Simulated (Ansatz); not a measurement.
Input for Ansatz (a first-principles code): R-r2SCAN/def2-TZVPP on BH4P (SMILES BP), a point of a torsion scan.

Ansatz 0.2 input:
```yaml
crystal:
  periodic: [false, false, false]
  atoms:
    - {symbol: B, position_ang: [-0.88160389, 0.01943736, -0.01711202]}
    - {symbol: P, position_ang: [0.89737859, 0.02904675, -0.48501268]}
    - {symbol: H, position_ang: [-1.56627590, 0.90518201, -0.35355378]}
    - {symbol: H, position_ang: [-1.35408112, -0.94918533, 0.43539320]}
    - {symbol: H, position_ang: [1.51758626, -0.64892875, 0.54245916]}
    - {symbol: H, position_ang: [1.32811619, 1.29218837, -0.14371977]}
basis:
  gaussian:
    orbitals: def2-TZVPP
hamiltonian:
  xc: {name: r2SCAN}
scf: {lower_state_search: off}
```

Program output:

```
WARN ansatz: RAYON_NUM_THREADS=1 ignored (pool sized by the plan → 1); use --threads N
Functional definition: r2SCAN
these checks for a lower state are left out or cut short: stability, starts, cluster_reference, orbital_swaps, neighbouring_geometries, increment
integrals: 0.04 GiB planned
692 factors; their error is unknown
mean field: 0.34 GiB planned
mean field evaluation 1: about -10025.6399 eV, gradient 3.0e1 eV
mean field evaluation 2: about -10023.6174 eV, gradient 3.8e1 eV
mean field evaluation 4: about -10028.6102 eV, gradient 1.9e0 eV
mean field evaluation 8: about -10028.6011 eV, gradient 4.5e-2 eV
mean field evaluation 16: about -10028.6011 eV, gradient 6.9e-6 eV
mean field -10028.60111119 eV, -368.5442932061 hartree, gradient 6.9e-6 eV, S^2 0.000000; 0 other end points of the search recorded, 0 dependent functions left out
reference -10028.60112248 eV, -368.5442936212 hartree; 12, 12 occupied and 117, 117 virtual orbitals, 692 factors
Total energy: -10028.60112248 eV, -368.5442936212 hartree
Checks for a lower state left out: stability, starts, cluster_reference, orbital_swaps, neighbouring_geometries, increment
```

The run converged.

Cost: roughly 2.3 core-seconds.
